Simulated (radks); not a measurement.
Sn3+, 47 electrons, occupied as [Kr] 4d10 5s1. All-electron calculation, Dirac Kohn-Sham, BLYP, spin-unpolarised, spherical densities, finite nucleus; Fermi nuclear charge, rms radius 4.6519 fm. Program: a radial shooting solver on a logarithmic mesh with Libxc functionals.

Spin-orbit splittings of the eigenvalues, e(l+1/2) - e(l-1/2), with zeta = 2 splitting/(2l+1) and mean radii in bohr:

| shell | occ. | splitting (eV) | zeta (eV) | <r> j=l-1/2 | <r> j=l+1/2 |
|---|---|---|---|---|---|
| 2p | 6 | 230.8 | 153.8 | 0.1058 | 0.1112 |
| 3p | 6 | 42.13 | 28.09 | 0.3299 | 0.3411 |
| 3d | 10 | 8.698 | 3.479 | 0.3125 | 0.3161 |
| 4p | 6 | 7.614 | 5.076 | 0.8644 | 0.8940 |
| 4d | 10 | 1.065 | 0.4259 | 1.075 | 1.088 |
